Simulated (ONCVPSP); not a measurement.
Pseudopotential generation for Au: ONCV, PBE, fully relativistic.

Au, optimised norm-conserving Vanderbilt (ONCV), made with ONCVPSP 4.0.1 (PBE, fully relativistic). Core [Kr] 4d10 4f14, reference 5s2 5p6 5d10 6s1. Waves: 5s+6s: rc 1.40 bohr, ncon 4, nbas 9, qcut 7.3 1/bohr, 3 projectors, debl 1 Ha; 5p: rc 1.85 bohr, ncon 4, nbas 8, qcut 8.7 1/bohr, 2 projectors, debl 1.1 Ha; 5d: rc 2.34 bohr, ncon 4, nbas 9, qcut 7.5 1/bohr, 2 projectors, debl 2.1 Ha. Local part: polynomial inside 1.40 bohr (lpopt 5, dvloc0 0 Ha). Core correction: polynomial model core, fcfact 0.7.

Open shells are filled in proportion to 2j + 1.

In the p channel the program set the typed energies aside and used -2.034, 0.250 Ha (j = l + 1/2; the other j can differ).

All-electron outer shells of the reference configuration (PBE, scalar-relativistic, ld1.x):

| shell | level (eV) | outermost node (bohr) | outermost maximum (bohr) |
| --- | --- | --- | --- |
| 5s | -108.37 | 0.48 | 0.84 |
| 4f | -81.12 | – | 0.37 |
| 5p | -59.78 | 0.52 | 0.96 |
| 5d | -6.88 | 0.56 | 1.21 |
| 6s | -5.76 | 1.11 | 2.32 |

What the tests gave:

| Quantity | Value |
| --- | --- |
| Cutoffs needed | 24 Ha and 52 Ha (the cutoffs (Ha) at which the residual kinetic energy of the hardest occupied pseudo-wave falls to 1 and 0.1 mHa per electron) |
| Ghost test | no bound ghost flagged; GHOST(+) flagged for s at 355.8 eV |
| Largest excitation error | -367 meV (all-electron minus pseudo) for 5s1 5p6 5d10 6s1, out of 4 test configurations |
| rms error of d²Exc/dni dnj | 8.85 mHa without and 2.31 mHa with the model core |

Generation and tests took about 7.4 s on one core of a shared server CPU.
